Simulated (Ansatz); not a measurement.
Z-matrix (Å, degrees):
```
C
C 1 1.536
Si 1 1.850 2 65.2
F 1 1.369 2 116.2 3 117.3
H 1 1.088 2 114.5 3 -111.3
H 2 1.089 1 113.4 3 -105.1
H 2 1.085 1 117.6 3 120.0
Br 3 2.202 1 119.7 2 -107.8
H 3 1.473 1 121.7 2 102.1
```

The species carries charge 0 and has multiplicity 1.

(1) List the PBE/def2-TZVPP orbital energies in eV (Ansatz 0.2.0). (Best estimate.)

## Answers

(1) Ansatz gave: Occupied: -13089.25, -1780.61, -1682.38, -1516.75, -1516.68, -1516.68, -659.95, -271.14, -269.30, -229.16, -171.33, -171.12, -171.12, -138.31, -95.11, -95.01, -95.00, -68.00, -67.94, -67.94, -67.78, -67.78, -30.08, -20.03, -19.42, -15.14, -13.31, -12.74, -11.58, -10.60, -10.22, -9.27, -9.10, -7.98, -7.86, -7.01, -5.98. Lowest empty: -1.27, -0.76, -0.36, 0.57, 1.17, 1.67, 2.12, 2.78.
